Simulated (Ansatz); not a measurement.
Ansatz (a first-principles code) input:

Ansatz 0.2 input:
```yaml
crystal:
  periodic: [false, false, false]
  atoms:
    - {symbol: Au, position_ang: [-0.00000000, -0.00000000, -0.39734904]}
    - {symbol: Cl, position_ang: [0.00000000, 0.00000000, 1.84650434]}
basis:
  gaussian:
    orbitals: def2-TZVPD
hamiltonian:
  xc: {name: revPBE}
total_charge: 1
magnetization: {spin_polarized: true, initial_magnetization: 1}
output: {forces: true}
```

Predict the final energy.

-595.58749 Eh (revPBE/def2-TZVPD). The basis has 89 functions.

The spin state was set by rule; other spins were not relaxed.
